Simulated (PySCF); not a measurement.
**Electron correlation in Rb (rubidium, neutral)**

[Kr] 5s1, 2S determinant. Computed with PySCF 2.14 in x2c-TZVPPall, with scalar relativity by spin-free X2C-1e. Frozen: [Ar] 3d10; 9 electrons correlated.

MP2 pair energies summed by pair of shells (mhartree):

```
 pair   energy  share (%)
4p-4p  -124.70       71.6
4s-4p   -31.40       18.0
4p-5s   -11.01        6.3
4s-4s    -6.44        3.7
4s-5s    -0.54        0.3
```

Total MP2 correlation energy: -174.10 mhartree.

Same-spin part -46.76 and opposite-spin part -127.33 mhartree; SCS-MP2 scales them by 1/3 and 6/5 to -168.39 mhartree.

This basis was not built for core-valence correlation, so the inner-shell part is incomplete.
